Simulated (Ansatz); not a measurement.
Geometry optimisation, Ansatz 0.2.0, RKS PBE-D4/def2-SVP.

input.yaml

```yaml
crystal:
  periodic: [false, false, false]
  atoms:
    - { symbol: W, position_ang: [0.0, 0.0, 0.0] }
    - { symbol: H, position_ang: [0.0, 0.0, 2.07] }
    - { symbol: H, position_ang: [1.72, 0.0, 0.0] }
    - { symbol: H, position_ang: [0.0, 1.72, 0.0] }
    - { symbol: H, position_ang: [-1.72, 0.0, 0.0] }
    - { symbol: O, position_ang: [0.0, -1.94, 0.0] }
    - { symbol: H, position_ang: [0.3816, -2.2771, 0.8723] }
    - { symbol: H, position_ang: [0.0, 0.0, -1.72] }
    - { symbol: O, position_ang: [1.4721, 1.5335, 0.7063] }
    - { symbol: Al, position_ang: [2.9226, 1.1852, 1.6775] }
    - { symbol: H, position_ang: [3.4691, -0.2732, 1.7677] }
    - { symbol: H, position_ang: [3.6472, 2.3382, 2.4384] }
    - { symbol: H, position_ang: [0.7317, 0.7622, 1.9256] }
basis:
  gaussian: { orbitals: def2-SVP }
hamiltonian:
  xc: pbe
  dispersion: d4
relax:
  f_tol: 0.15
  max_steps: 25
  restrain:
    - { distance: [0, 8], at: 1.94, k: 30.0 }
    - { distance: [12, 1], at: 0.66, k: 30.0 }
    - { distance: [0, 1], at: 2.92, k: 30.0 }
    - { distance: [12, 8], at: 2.21, k: 30.0 }
```

Command:

```bash
$ ansatz run input.yaml --threads 4 --pin off --max-ram 5120MiB --backend cpu --events-out ev --progress --plain --runs-dir out
```

Question: Where does it end, and by what steps?

Answer: The forces met the threshold. The restraints hold the end off the free minimum; the threshold counts their pulls, which the force column leaves out. Restrained pairs: W1–O9 (2.24 → 1.92 Å), H2–H13 (1.07 → 0.72 Å), W1–H2 (2.07 → 2.92 Å), O9–H13 (1.62 → 2.22 Å). After 23 steps the energy has fallen by 7.348 eV (the restraints' own energy left out); H3 moved furthest, 1.72 Å.

```tsv
step	energy less start (eV)	largest force component (eV/Å)	accepted
0	0.0000	3.957	yes
1	-0.6804	4.499	yes
2	-1.5919	4.370	yes
3	-3.2170	3.064	yes
4	-4.5620	2.299	yes
5	-5.5015	1.589	yes
6	-6.1828	1.136	yes
7	-6.6375	1.300	yes
8	-6.9404	0.917	yes
9	-7.0969	0.729	yes
10	-7.1306	1.195	yes
11	-7.1469	1.455	yes
12	-7.2178	1.023	yes
13	-7.2318	1.229	yes
14	-7.2528	1.407	yes
15	-7.2720	1.601	yes
16	-7.2920	1.519	yes
17	-7.2997	1.342	no
18	-7.3031	1.658	yes
19	-7.3160	1.718	yes
20	-7.3283	1.742	yes
21	-7.3327	1.780	yes
22	-7.3367	1.735	yes
23	-7.3485	1.848	yes
```

```xyz
13
Properties=species:S:1:pos:R:3
W 0.480 -0.095 -0.119
H -0.504 0.125 2.624
H 1.266 -0.474 -1.586
H 0.049 1.504 0.189
H -1.152 0.343 -0.198
O -0.492 -1.703 0.264
H 0.161 -2.437 0.348
H -0.020 0.768 -1.498
O 1.914 0.347 1.086
Al 3.208 1.244 1.837
H 4.117 0.407 2.841
H 3.402 2.776 1.463
H 0.196 0.241 2.487
```

Time of the run: 48 s on 4 threads of Arm Neoverse V1 (shared host), peak memory 0.19 GiB.
